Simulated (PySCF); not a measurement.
Species: `O=S(c1ccc(s1)[SiH3])(=O)Cl`. The columns A, B, C and D hold Mulliken, IAO, Hirshfeld and ESP-fitted charges (e) of one PBE0/pcSseg-1 density (PySCF), in a shuffled order. Coordinates in Å (GFN2-xTB); the density's dipole moment is (5.14, -1.17, -1.09) D.

| atom | x | y | z | A | B | C | D |
| --- | --- | --- | --- | --- | --- | --- | --- |
| O1 | -3.697 | -0.904 | 0.511 | -0.827 | -0.459 | -0.398 | -0.275 |
| S2 | -2.956 | 0.279 | 0.225 | +2.010 | +1.101 | +0.805 | +0.505 |
| O3 | -3.175 | 1.461 | 0.990 | -0.828 | -0.461 | -0.379 | -0.279 |
| Cl4 | -3.350 | 0.760 | -1.718 | -0.271 | -0.125 | -0.127 | -0.078 |
| C5 | -1.252 | -0.072 | 0.138 | -0.435 | -0.627 | -0.079 | -0.073 |
| C6 | -0.650 | -1.271 | -0.095 | -0.144 | +0.099 | -0.132 | -0.045 |
| C7 | 0.749 | -1.132 | -0.138 | -0.165 | -0.018 | -0.160 | -0.057 |
| C8 | 1.184 | 0.153 | 0.049 | -0.411 | -0.551 | -0.165 | -0.106 |
| Si9 | 2.954 | 0.803 | 0.059 | +0.619 | +0.613 | +0.410 | +0.321 |
| S10 | -0.153 | 1.226 | 0.289 | +0.409 | +0.433 | +0.080 | +0.150 |
| H11 | -1.195 | -2.189 | -0.214 | +0.190 | +0.112 | +0.180 | +0.071 |
| H12 | 1.422 | -1.955 | -0.301 | +0.171 | +0.100 | +0.182 | +0.063 |
| H13 | 3.142 | 1.591 | 1.276 | -0.106 | -0.069 | -0.061 | -0.067 |
| H14 | 3.825 | -0.372 | 0.040 | -0.104 | -0.086 | -0.084 | -0.063 |
| H15 | 3.146 | 1.628 | -1.133 | -0.108 | -0.063 | -0.074 | -0.068 |

**Question.** Which column most likely holds the ESP-fitted charges?

**Answer.** C. Σ q r misses the density's dipole by 0.12 D (C), 1.52 D (D), 2.57 D (A), 2.68 D (B). Charges fitted to the outside potential are the only set here that is tied to the molecule's multipoles.

**Question.** And the Hirshfeld charges?

**Answer.** D. The mean sizes are 0.148 e (D), 0.221 e (C), 0.328 e (B), 0.453 e (A), and Hirshfeld charges are commonly the smallest of these schemes.

As computed, A = IAO, B = Mulliken, C = ESP-fitted, D = Hirshfeld. Hydrogens on carbon: IAO +0.17 to +0.19, Mulliken +0.10 to +0.11, ESP-fitted +0.18 to +0.18, Hirshfeld +0.06 to +0.07 e.

The IAO scheme projects the occupied orbitals on a minimal set of polarised atomic orbitals and counts the electrons in each atom's part of it. The Mulliken scheme counts on each atom the diagonal of the density matrix times the overlap matrix over that atom's basis functions.

One conformer (not necessarily the lowest) at the GFN2-xTB geometry, without solvent, vibrations or thermal averaging.

The values belong to the conformer `[O:1]=[S:2](=[O:3])([Cl:4])[c:5]1[cH:6][cH:7][c:8]([SiH3:9])[s:10]1`: O1–S2–C5–C6 22°.
